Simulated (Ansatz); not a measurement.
Gas-phase electronic energies from Ansatz, PBE0-D4/def2-TZVP geometries. CCSD(T)/CBS is the MP2 limit (def2-TZVPP, def2-QZVPP) plus CCSD(T) − MP2 in def2-TZVPP, frozen cores. This one scheme is used for every species. DFT in def2-TZVPP. One conformer a species, not always the lowest.

Consider the formal exchange of groups at a B–Si bond: `CNB(F)[SiH2]Cl` + CH₃NH₂ → `CNBF` + `CN[SiH2]Cl`.

Problem. Is it downhill or uphill in electronic energy at CCSD(T)/CBS, and by how much? (Best estimate.)

Solution. Computed: Downhill: ΔE = -80.1 kJ/mol.

Problem. What do these levels give: PBE0-D4, ωB97M-V, B2PLYP, PBE, r2SCAN, PBE0, HF/def2-TZVPP, MP2/def2-TZVPP, SCS-MP2/def2-TZVPP, HF/CBS(def2), MP2/CBS(def2), CCSD/CBS(def2)? (Best estimate.)

Solution. Computed: PBE0-D4 -71.1, ωB97M-V -83.2, B2PLYP -84.1, PBE -66.2, r2SCAN -77.3, PBE0 -71.8, HF/def2-TZVPP -95.7, MP2/def2-TZVPP -88.1, SCS-MP2/def2-TZVPP -88.2, HF/CBS(def2) -97.2, MP2/CBS(def2) -88.2, CCSD/CBS(def2) -82.3 kJ/mol.

Largest T1 diagnostic among the species: 0.012.

In def2-TZVPP, CCSD(T) changes the Hartree–Fock value by +15.7 kJ/mol (the triples alone add +2.2 kJ/mol) and MP2 by +7.6 kJ/mol. From PBE to PBE0 (25 % exact exchange), in def2-TZVPP and without D4, ΔE moves by −5.6 kJ/mol.
